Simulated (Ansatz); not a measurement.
## A ladder of methods for CH4BClS (SMILES CSBCl)

CH4BClS: 8 atoms, total charge 0, spin state singlet. SMILES: `CSBCl`. The shape is that of a PBE0-D4/def2-TZVP optimisation. This is one conformer, not always the lowest.

Quantity: the vertical ionisation energy (to the doublet cation), in eV. The values are calculated.

| level | kind | program | value (eV) | less CCSD(T)/cc-pVDZ | CPU time (all runs) |
| --- | --- | --- | --- | --- | --- |
| HF/cc-pVDZ | Hartree–Fock | Ansatz | 8.99 | -0.68 | 9.2 s |
| SVWN5/cc-pVDZ | LDA | Ansatz | 9.79 | +0.12 | 13 s |
| BLYP/cc-pVDZ | GGA | Ansatz | 9.43 | -0.24 | 22 s |
| PBE/cc-pVDZ | GGA | Ansatz | 9.63 | -0.04 | 22 s |
| r2SCAN/cc-pVDZ | meta-GGA | Ansatz | 9.79 | +0.12 | 52 s |
| CAM-B3LYP/cc-pVDZ | range-separated hybrid | Ansatz | 9.87 | +0.20 | 32 s |
| wB97M-V/cc-pVDZ | range-separated hybrid | Ansatz | 9.92 | +0.25 | 4 min |
| CCSD(T)/cc-pVDZ | coupled cluster or CI | Ansatz | 9.67 | 0.00 | 85 s |

CCSD(T)/cc-pVDZ is the highest level here, not the true value. The values span 8.99 to 9.92 eV. Times are those of the runs behind each value, whatever else they computed, on shared processors of several kinds: orders of magnitude only.
